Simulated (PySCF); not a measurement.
# From PBE to CCSD(T): MRb along the third period

PBE and CCSD(T) in PySCF with def2-SVP on every atom (core potentials on Rb), for the lowest determinant that a PBE0 search found; no spin–orbit coupling.

```tsv
molecule	state (unpaired electrons)	PBE Re (Å)	PBE ωe (cm⁻¹)	PBE De (eV)	CCSD(T) Re (Å)	CCSD(T) ωe (cm⁻¹)	CCSD(T) De (eV)
RbNa	singlet (closed shell)	3.699	102	0.67	3.743	99.4	0.54
RbMg	doublet (σ ↑)	4.089	71.2	0.18	4.424	42.4	0.06
RbAl	triplet (σ ↑, π ↑)	3.581	117	0.67	?	?	?
RbSi	quartet (σ ↑, π ↑↑)	3.235	165	1.56	3.237	176	1.21
RbS	doublet (π ↑)	2.989	213	2.59	2.991	225	1.90
RbCl	singlet (closed shell)	2.824	238	4.14	2.832	248	3.59
```

(1) Estimate the CCSD(T) values of RbAl by adding the mean shift from PBE to CCSD(T) of the other rows, and compare with the calculation.

(2) What are the mean differences of PBE from CCSD(T) over the whole series?

In a basis of this size CCSD(T) is itself not converged; it tends to give bonds that are too long and too weak.

Correlated steps freeze the inner cores (1 to 5 orbitals); shallow outer-core shells are correlated. Closed-shell solutions of metal pairs were not tested for spin polarisation, which can lower them a little. UHF and ROHF references stand side by side, which adds small steps between rows. Weak bonds: RbAl, RbMg. Basis-set superposition, not corrected here, can be much of De in a small basis, most of all at correlated wavefunction levels. Functionals without a dispersion term scatter widely for such bonds, and LDA overbinds them. Where the molecule has an RHF reference, its open-shell atoms are computed with UHF. States were picked by a PBE0 search and need not be the measured ground states.

Answers

(1) The mean shifts are +7.8 pm, +0 cm⁻¹ and -0.37 eV, which give 3.659 Å, 117 cm⁻¹ and 0.30 eV. CCSD(T)/def2-SVP gives Re = 3.630 Å, ωe = 107 cm⁻¹, De = 0.32 eV.

(2) Re -7.3 pm, ωe +1 cm⁻¹, De +0.36 eV.
